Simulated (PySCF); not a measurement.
# Excited states of Sn(32+) (tin, charge +32)

Ground state [Ar], ¹S. Calculation: PySCF 2.14, in an even-tempered Gaussian basis (20 s from 0.8 bohr⁻², ratio 2.5; 14 p from 1.04 bohr⁻², ratio 2.5; 6 d from 1.52 bohr⁻², ratio 2.7; 3 f from 45 bohr⁻², ratio 2.7); scalar relativity by spin-free X2C-1e. Vertical excitation energies in eV without spin-orbit coupling; excited terms of each kind are numbered among those the solver found.

| term | leading excitation | TDA-PBE0 | TD-PBE0 |
| --- | --- | --- | --- |
| 1 3P° | 3p → d | 168.82 | 168.49 |
| 1 3F° | 3p → d | 171.55 | 171.19 |
| 1 1D° | 3p → d | 180.40 | 180.39 |
| 1 3D° | 3p → d | 180.40 | 180.39 |
| 1 1F° | 3p → d | 182.59 | 182.59 |
| 1 1P° | 3p → d | 225.85 | 220.47 |
| 1 3D | 3s → d | 317.79 | 317.71 |
| 1 1D | 3s → d | 330.84 | 330.70 |
| 2 3D | 3p → p | 999.68 | 999.66 |
| 2 1D | 3p → p | 1002.2 | 1002.2 |

Where a singlet and its triplet coincide, the exchange integral that splits them vanishes by symmetry for a single excitation; correlation beyond this level separates them.

Oscillator strength of the first ¹S → ¹P° line: TDA-PBE0 1.51, TD-PBE0 1.18.

The spin-orbit splitting of the hole, absent here, rivals or exceeds the spacing of these terms, so the LS terms are model states.

Only the lower part of the computed list is shown. The solver can miss terms.
